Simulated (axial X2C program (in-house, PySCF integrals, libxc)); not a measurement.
# Outer orbitals of CoH⁺ at 1.514 Å, PBE0

Calculated with an axial X2C code built on PySCF integrals. Spin-free means the one-electron spin-free X2C Hamiltonian; two-component (2c) means X2C with spin–orbit coupling and atomic mean-field two-electron Coulomb and Gaunt terms, so the difference of the two also holds small scalar two-electron terms. Basis: Co dyall-cv3z [9s10p6d3f2g], H dyall-v3z [6s2p1d] (cores contracted in-house); Gaussian nuclei, density fitting, unrestricted open shells. Masses: Co 58.933 u, H 1.008 u.

The distance is close to the 2c PBE0 minimum; the highest filled and lowest empty levels are listed.

Spin-free orbitals, state M_S = 3/2, Λ = 0 (beyond evenly filled blocks: σα, δ+α, δ-α) (Löwdin shares):

```json
{"symmetry": "δ+α", "occupied": "yes", "ε (eV)": "-20.73", "atomic character": "100% Co d"}
{"symmetry": "δ-α", "occupied": "yes", "ε (eV)": "-20.73", "atomic character": "100% Co d"}
{"symmetry": "σα", "occupied": "yes", "ε (eV)": "-19.80", "atomic character": "91% Co d, 8% H s"}
{"symmetry": "π+α", "occupied": "yes", "ε (eV)": "-18.69", "atomic character": "99% Co d"}
{"symmetry": "π-α", "occupied": "yes", "ε (eV)": "-18.69", "atomic character": "99% Co d"}
{"symmetry": "π-β", "occupied": "yes", "ε (eV)": "-16.84", "atomic character": "99% Co d"}
{"symmetry": "π+β", "occupied": "yes", "ε (eV)": "-16.84", "atomic character": "99% Co d"}
{"symmetry": "σβ", "occupied": "yes", "ε (eV)": "-16.60", "atomic character": "50% H s, 24% Co d, 19% Co s"}
{"symmetry": "σα", "occupied": "yes", "ε (eV)": "-15.40", "atomic character": "47% Co s, 43% H s, 6% Co d"}
{"symmetry": "δ+β", "occupied": "no", "ε (eV)": "-11.11", "atomic character": "100% Co d"}
{"symmetry": "δ-β", "occupied": "no", "ε (eV)": "-11.11", "atomic character": "100% Co d"}
{"symmetry": "σβ", "occupied": "no", "ε (eV)": "-10.28", "atomic character": "57% Co d, 36% Co s, 6% H s"}
{"symmetry": "σα", "occupied": "no", "ε (eV)": "-9.27", "atomic character": "50% Co p, 30% Co s, 15% H s"}
```

The lowest two-component determinant found has another configuration (Ω = 9/2 (⟨Sz⟩ = 1.50, ⟨Lz⟩ = 3.00 at PBE0)), so the levels differ by more than spin–orbit coupling. Its spinors:

```tsv
ω	occupied	ε (eV)	atomic character	λ mixture
1/2	yes	-19.83	89% Co d, 9% H s	100% σ
-1/2	yes	-19.06	99% Co d	100% π
3/2	yes	-18.98	99% Co d	100% π
-3/2	yes	-18.90	100% Co d	100% δ
5/2	yes	-18.76	100% Co d	100% δ
-1/2	yes	-16.72	46% H s, 33% Co d, 15% Co s	100% σ
1/2	yes	-16.35	98% Co d	100% π
3/2	yes	-16.28	100% Co d	100% δ
1/2	yes	-15.53	45% H s, 41% Co s, 8% Co d	100% σ
-1/2	no	-10.69	57% Co d, 31% Co s, 11% H s	100% σ
-3/2	no	-10.67	98% Co d	100% π
-5/2	no	-10.15	100% Co d	100% δ
1/2	no	-9.34	49% Co p, 35% Co s, 12% H s	100% σ
```

**Question.** How does the gap between the highest filled and lowest empty level change from the spin-free to the 2c table?

**Answer.** From 4.29 to 4.84 eV at PBE0, a change of 0.55 eV.

Mulliken charges and populations of the two-component result (they depend on the basis, above all on diffuse functions):

Co 1.04 e (s 6.61 p 12.06 d 7.28), H -0.04 e (s 1.01 p 0.03). ⟨Lz⟩ = 3.00 ħ and ⟨Sz⟩ = 1.50 ħ (1.49 and 0.01 on the two atoms), which add up to Ω.

Occupations by symmetry block were frozen at the best pattern of an incomplete PBE0 search. Density functionals use the spin component along the axis (collinear). PBE0 can misorder states that lie within some tenths of an eV, so this need not be the ground state of the molecule. The nearest other spin-free determinant of the search, M_S = 3/2, Λ = 3, lies 0.08 eV up at the distance of the search. The functionals have no current-density term, which raises determinants with orbital currents, atoms included. With several unpaired electrons one determinant need not be a pure state. A state of lower Ω lies just above, and one determinant can place such states too high, so the state shown need not be the lowest. The search has Ω = 3/2 only 0.01 eV up.
